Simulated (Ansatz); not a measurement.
Sn, charge +1, doublet (core potentials on Sn); B3LYP5/def2-TZVP (Ansatz, an electronic-structure program).

Here is a job for Ansatz.
Ansatz 0.2 input:
```yaml
crystal:
  periodic: [false, false, false]
  atoms:
    - {symbol: Sn, position_ang: [0.00000000, 0.00000000, 0.00000000]}
basis:
  gaussian:
    orbitals: def2-TZVP
hamiltonian:
  xc: b3lyp5
total_charge: 1
magnetization: {spin_polarized: true, initial_magnetization: 1}
```

The log (banner, timings and long lists left out):

```
Functional definition: B3LYP5
393 factors; their error is unknown
mean field evaluation 1: about -5822.4905 eV, gradient 6.5e0 eV
mean field evaluation 2: about -5822.5872 eV, gradient 5.5e0 eV
mean field evaluation 4: about -5822.6580 eV, gradient 2.1e-2 eV
mean field evaluation 8: about -5822.7278 eV, gradient 1.4e-3 eV
mean field evaluation 16: about -5822.7278 eV, gradient 1.0e-4 eV
mean field evaluation 32: about -5822.7277 eV, gradient 1.3e-1 eV
mean field -5822.72781689 eV, -213.9813004839 hartree, gradient 4.8e-5 eV, S^2 0.751760; 2 other end points of the search recorded, 0 dependent functions left out
reference -5822.72797909 eV, -213.9813064446 hartree; 11, 10 occupied and 39, 40 virtual orbitals, 393 factors
Total energy: -5822.72797909 eV, -213.9813064446 hartree
```
